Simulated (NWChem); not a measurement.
System: GaSiH$_{3}$Cl$_{2}$; SMILES [Ga]([SiH3])([Cl])[Cl]

Excerpt of the output:

```
             Northwest Computational Chemistry Package (NWChem) 7.3.0
             --------------------------------------------------------

 C1  symmetry detected

                             Geometry "geometry" -> ""
                             -------------------------

 Output coordinates in angstroms (scale by  1.889725989 to convert to a.u.)

  No.       Tag          Charge          X              Y              Z
 ---- ---------------- ---------- -------------- -------------- --------------
    1 Ga                  31.0000    -0.00270596     0.02136251     0.00822944
    2 Cl                  17.0000    -1.78918989     1.24879677    -0.00415743
    3 Cl                  17.0000     1.83021549     1.17894579    -0.00413291
    4 Si                  14.0000    -0.03590592    -2.38034820    -0.00356652
    5 H                    1.0000     1.08786251    -2.89891483     0.84763096
    6 H                    1.0000     0.15804420    -2.83571231    -1.42386767
    7 H                    1.0000    -1.35677429    -2.87435957     0.51199091

 Effective nuclear repulsion energy (a.u.)     500.0957386419

                                 NWChem DFT Module
                                 -----------------

 Summary of "ao basis" -> "ao basis" (spherical)
 ------------------------------------------------------------------------------
       Tag                 Description            Shells   Functions and Types
 ---------------- ------------------------------  ------  ---------------------
 Ga                         def2-svp                12       32   5s4p3d
 Cl                         def2-svp                 8       18   4s3p1d
 Si                         def2-svp                 8       18   4s3p1d
 H                          def2-svp                 3        5   2s1p

            General Information
            -------------------
          SCF calculation type: DFT
          Wavefunction type:  closed shell.
          No. of atoms     :     7
          No. of electrons :    82
           Alpha electrons :    41
            Beta electrons :    41
          Charge           :     0
          Spin multiplicity:     1
          Use of symmetry is: off; symmetry adaption is: off
          Maximum number of iterations: 150
          AO basis - number of functions:   101
                     number of shells:    45
          Convergence on energy requested:  1.00D-06
          Convergence on density requested:  1.00D-05
          Convergence on gradient requested:  5.00D-04

              XC Information
              --------------
                         B3LYP Method XC Potential
                     Hartree-Fock (Exact) Exchange  0.200
                        Slater Exchange Functional  0.800 local
                    Becke 1988 Exchange Functional  0.720 non-local
              Lee-Yang-Parr Correlation Functional  0.810
                  VWN I RPA Correlation Functional  0.190 local

             Grid Information
             ----------------
          Grid used for XC integration:  xcoarse
          Radial quadrature: Mura-Knowles
          Angular quadrature: Lebedev.
          Tag              B.-S. Rad. Rad. Pts. Rad. Cut. Ang. Pts.
          ---              ---------- --------- --------- ---------
          Ga                  1.30       75           9.0       194
          Cl                  1.00       42          12.0       194
          Si                  1.10       42           9.0       194
          H                   0.35       21          11.0       194
          Grid pruning is: on
          Number of quadrature shells:   264
          Spatial weights used:  Erf1

      Superposition of Atomic Density Guess
      -------------------------------------

 Sum of atomic energies:       -3131.85928082

      Non-variational initial energy
      ------------------------------

 Total energy =   -3132.562291
 1-e energy   =   -5354.967975
 2-e energy   =    1722.309945
 HOMO         =      -0.321799
 LUMO         =       0.005759

     ---------------------------------------------
      Total Density - Mulliken Population Analysis
     ---------------------------------------------

    Atom       Charge   Shell Charges
 -----------   ------   -------------------------------------------------------
    1 Ga  31    29.95   2.00  2.00  2.00  0.96  0.16  6.00  5.98  0.51  0.26  8.10  1.83  0.16
    2 Cl  17    17.53   2.00  1.99  1.23  0.72  5.94  2.19  3.45  0.01
    3 Cl  17    17.53   2.00  1.99  1.23  0.72  5.94  2.19  3.45  0.01
    4 Si  14    13.83   2.00  1.99  1.02  0.31  5.94  1.12  1.37  0.08
    5 H    1     1.05   0.68  0.36  0.01
    6 H    1     1.05   0.68  0.36  0.01
    7 H    1     1.05   0.68  0.36  0.01

   convergence    iter        energy       DeltaE   RMS-Dens  Diis-err
 ---------------- ----- ----------------- --------- --------- ---------
 d= 0,ls=0.0,diis     1  -3136.0597251890 -3.64D+03  1.54D-02  5.11D-01
 d= 0,ls=0.0,diis     2  -3136.0378543787  2.19D-02  9.13D-03  5.63D-01
 d= 0,ls=0.0,diis     3  -3136.1300511332 -9.22D-02  1.76D-03  5.12D-02
 d= 0,ls=0.0,diis     4  -3136.1353641659 -5.31D-03  3.78D-04  7.64D-03
 d= 0,ls=0.0,diis     5  -3136.1357958714 -4.32D-04  1.05D-04  1.31D-04
  Resetting Diis
 d= 0,ls=0.0,diis     6  -3136.1358053506 -9.48D-06  2.47D-05  5.02D-06
 d= 0,ls=0.0,diis     7  -3136.1358060679 -7.17D-07  8.86D-06  1.57D-07

         Total DFT energy =    -3136.135806067852
      One electron energy =    -5354.742394570372
           Coulomb energy =     1872.233717228358
    Exchange-Corr. energy =     -153.722867367739
 Nuclear repulsion energy =      500.095738641901

 Numeric. integr. density =       81.999990299939

                       DFT Final Molecular Orbital Analysis
                       ------------------------------------

 Vector   39  Occ=2.000000D+00  E=-3.165623D-01
              MO Center=  3.9D-02,  1.2D+00, -3.9D-03, r^2= 4.3D+00
   Bfn.  Coefficient  Atom+Function         Bfn.  Coefficient  Atom+Function
  ----- ------------  ---------------      ----- ------------  ---------------
    63     -0.460921  3 Cl pz                45      0.456410  2 Cl pz
    60     -0.339160  3 Cl pz                42      0.335684  2 Cl pz
    57     -0.197859  3 Cl pz                39      0.195839  2 Cl pz
    21     -0.060689  1 Ga d  1              31      0.052458  1 Ga d  1

 Vector   40  Occ=2.000000D+00  E=-3.091017D-01
              MO Center=  1.8D-02,  1.2D+00, -2.1D-03, r^2= 4.5D+00
   Bfn.  Coefficient  Atom+Function         Bfn.  Coefficient  Atom+Function
  ----- ------------  ---------------      ----- ------------  ---------------
    43      0.346906  2 Cl px                61      0.335712  3 Cl px
    62     -0.311608  3 Cl py                44      0.299083  2 Cl py
    40      0.259758  2 Cl px                58      0.251155  3 Cl px
    59     -0.235101  3 Cl py                41      0.225872  2 Cl py
    37      0.150642  2 Cl px                55      0.145680  3 Cl px

 Vector   41  Occ=2.000000D+00  E=-2.973477D-01
              MO Center=  2.6D-03, -7.9D-02, -8.7D-04, r^2= 5.6D+00
   Bfn.  Coefficient  Atom+Function         Bfn.  Coefficient  Atom+Function
  ----- ------------  ---------------      ----- ------------  ---------------
    44      0.347641  2 Cl py                62      0.348056  3 Cl py
    80      0.268183  4 Si py                41      0.262532  2 Cl py
    59      0.263044  3 Cl py                77      0.228554  4 Si py
     4      0.222592  1 Ga s                 72      0.214522  4 Si s
    13     -0.204265  1 Ga py                38      0.151652  2 Cl py

 Vector   42  Occ=0.000000D+00  E=-7.768399D-02
              MO Center= -1.3D-02, -3.2D-01,  4.6D-02, r^2= 4.2D+00
   Bfn.  Coefficient  Atom+Function         Bfn.  Coefficient  Atom+Function
  ----- ------------  ---------------      ----- ------------  ---------------
    17      0.557402  1 Ga pz                14      0.459160  1 Ga pz
    93      0.327548  6 H  s                 81      0.303339  4 Si pz
    45     -0.239770  2 Cl pz                63     -0.237214  3 Cl pz
    11     -0.216848  1 Ga pz                88     -0.210026  5 H  s
    42     -0.135938  2 Cl pz                60     -0.134517  3 Cl pz

 Vector   43  Occ=0.000000D+00  E=-4.591430D-02
              MO Center= -9.3D-03, -3.8D-01, -3.0D-02, r^2= 5.3D+00
   Bfn.  Coefficient  Atom+Function         Bfn.  Coefficient  Atom+Function
  ----- ------------  ---------------      ----- ------------  ---------------
     5      0.821355  1 Ga s                  4      0.737619  1 Ga s
    80     -0.585258  4 Si py                72     -0.540120  4 Si s
    71     -0.368231  4 Si s                  3     -0.348963  1 Ga s
    61      0.322153  3 Cl px                43     -0.316797  2 Cl px
    36     -0.226532  2 Cl s                 54     -0.226037  3 Cl s

 Vector   44  Occ=0.000000D+00  E=-8.591034D-03
              MO Center=  4.4D-04, -1.4D+00, -5.9D-02, r^2= 4.7D+00
   Bfn.  Coefficient  Atom+Function         Bfn.  Coefficient  Atom+Function
  ----- ------------  ---------------      ----- ------------  ---------------
    79      0.827789  4 Si px                98      0.705852  7 H  s
    88     -0.593358  5 H  s                 15      0.560138  1 Ga px
    12      0.241827  1 Ga px                54     -0.237562  3 Cl s
    36      0.228678  2 Cl s                 62      0.208827  3 Cl py
    44     -0.200265  2 Cl py                97      0.176195  7 H  s

     ---------------------------------------------
      Total Density - Mulliken Population Analysis
     ---------------------------------------------

    Atom       Charge   Shell Charges
 -----------   ------   -------------------------------------------------------
    1 Ga  31    30.59   2.00  2.00  1.99  1.16  0.02  6.00  5.98  0.87  0.40  8.04  1.84  0.29
    2 Cl  17    17.23   2.00  1.98  1.28  0.68  5.93  2.15  3.20  0.01
    3 Cl  17    17.23   2.00  1.98  1.28  0.68  5.93  2.15  3.20  0.01
    4 Si  14    13.78   2.00  1.98  1.09  0.19  5.93  1.31  1.17  0.11
    5 H    1     1.06   0.73  0.32  0.01
    6 H    1     1.06   0.73  0.32  0.01
    7 H    1     1.06   0.73  0.32  0.01

     -------------------------------------------
      Total Density - Lowdin Population Analysis
     -------------------------------------------

    Atom       Charge   Shell Charges
 -----------   ------   -------------------------------------------------------
    1 Ga  31    31.16   2.00  2.00  1.94  0.81  0.33  5.99  5.83  1.01  0.76  7.77  2.04  0.67
    2 Cl  17    16.97   2.00  1.96  1.04  0.77  5.82  2.25  3.12  0.01
    3 Cl  17    16.97   2.00  1.96  1.04  0.77  5.82  2.25  3.12  0.01
    4 Si  14    13.70   2.00  1.93  0.69  0.36  5.82  1.31  1.41  0.18
    5 H    1     1.07   0.63  0.41  0.02
    6 H    1     1.07   0.63  0.41  0.02
    7 H    1     1.07   0.63  0.41  0.02

     Multipole analysis of the density
     ---------------------------------

     L   x y z        total         alpha         beta         nuclear
     -   - - -        -----         -----         ----         -------
     0   0 0 0     -0.000000    -41.000000    -41.000000     82.000000

     1   1 0 0     -0.021827     -0.010913     -0.010913     -0.000000
     1   0 1 0     -1.021128     -0.510564     -0.510564      0.000000
     1   0 0 1      0.014695      0.007348      0.007348     -0.000000

     2   2 0 0    -45.362927   -227.004643   -227.004643    408.646359
     2   1 1 0      0.049513     -0.315338     -0.315338      0.680188
     2   1 0 1      0.000879     -0.002027     -0.002027      0.004934
     2   0 2 0    -42.575599   -296.591466   -296.591466    550.607332
     2   0 1 1      0.002945     -0.109292     -0.109292      0.221529
     2   0 0 2    -40.029993    -25.391009    -25.391009     10.752024

            General Information
            -------------------
          SCF calculation type: DFT
          Wavefunction type:  closed shell.
          No. of atoms     :     7
          No. of electrons :    82
           Alpha electrons :    41
            Beta electrons :    41
          Charge           :     0
          Spin multiplicity:     1
          Use of symmetry is: off; symmetry adaption is: off
          Maximum number of iterations: 150
          AO basis - number of functions:   101
                     number of shells:    45
          Convergence on energy requested:  1.00D-06
          Convergence on density requested:  1.00D-05
          Convergence on gradient requested:  5.00D-04

              XC Information
              --------------
                         B3LYP Method XC Potential
                     Hartree-Fock (Exact) Exchange  0.200
                        Slater Exchange Functional  0.800 local
                    Becke 1988 Exchange Functional  0.720 non-local
              Lee-Yang-Parr Correlation Functional  0.810
                  VWN I RPA Correlation Functional  0.190 local

             Grid Information
             ----------------
          Grid used for XC integration:  xcoarse
          Radial quadrature: Mura-Knowles
          Angular quadrature: Lebedev.
          Tag              B.-S. Rad. Rad. Pts. Rad. Cut. Ang. Pts.
          ---              ---------- --------- --------- ---------
          Ga                  1.30       75           9.0       194
          Cl                  1.00       42          12.0       194
          Si                  1.10       42           9.0       194
          H                   0.35       21          11.0       194
          Grid pruning is: on
          Number of quadrature shells:   264
          Spatial weights used:  Erf1

          Convergence Information
          -----------------------
          Convergence aids based upon iterative change in
          total energy or number of iterations.
          Levelshifting, if invoked, occurs when the
          HOMO/LUMO gap drops below (HL_TOL):  1.00D-02
          DIIS, if invoked, will attempt to extrapolate
          using up to (NFOCK): 10 stored Fock matrices.

                    Damping( 0%)  Levelshifting(0.5)       DIIS
                  --------------- ------------------- ---------------
          dE  on:    start            ASAP                start
          dE off:    2 iters        150 iters           150 iters

                            NWChem DFT Gradient Module
                            --------------------------

  charge          =   0.00
  wavefunction    = closed shell

                         DFT ENERGY GRADIENTS

    atom               coordinates                        gradient
                 x          y          z           x          y          z
   1 Ga     -0.005114   0.040369   0.015551    0.000022  -0.001442  -0.000055
   2 Cl     -3.381079   2.359884  -0.007856    0.000153  -0.000168   0.000000
   3 Cl      3.458606   2.227885  -0.007810   -0.000179  -0.000161   0.000001
   4 Si     -0.067852  -4.498206  -0.006740   -0.000018   0.007428   0.000315
   5 H       2.055762  -5.478155   1.601790    0.004916  -0.002024   0.003619
   6 H       0.298660  -5.358719  -2.690720    0.000853  -0.001706  -0.006042
   7 H      -2.563932  -5.431752   0.967523   -0.005747  -0.001928   0.002162
```

Level: B3LYP/def2-SVP. Structure relaxed at the PBE-D3(BJ)/def2-SVP level.

**Question.** Reconstruct the input file.

**Answer.** Several could match; the one computed here: the input that was run:
```
start job
memory heap 200 mb stack 900 mb global 1100 mb
geometry units angstroms noautoz
  Ga    -0.004181     0.014834     0.010813
  Cl    -1.804195     1.222170    -0.012904
  Cl     1.815763     1.192533    -0.013308
  Si    -0.010696    -2.387099     0.022265
  H      1.118933    -2.884888     0.878097
  H      0.188021    -2.854005    -1.393623
  H     -1.325892    -2.890740     0.542981
end
basis spherical
  * library def2-svp
end
dft
  xc b3lyp
  grid xcoarse
  iterations 150
  mulliken
end
task dft gradient
```
